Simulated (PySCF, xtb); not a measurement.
B(H)(NCO)2 (C₂HBN₂O₂), SMILES O=C=NBN=C=O. The values are those of a single conformer.

Harmonic wavenumbers (cm⁻¹) from GFN2-xTB (xtb) at its own minimum, in rising order: 37, 97, 106, 178, 419, 484, 493, 519, 523, 712, 851, 930, 1122, 1575, 1601, 2472, 2552, 2674.

### Question
What does PBE-D3(BJ)/def2-SVP (PySCF) give at its own minimum? (The exact figures need the calculation; the answer reports its results.)

### Answer
36, 75, 91, 144, 357, 548, 555, 595, 595, 832, 836, 947, 1132, 1538, 1600, 2380, 2430, 2551. Paired by order, the mean absolute difference is 53 cm⁻¹ and the zero-point energies are 24.8 and 24.6 kcal/mol.
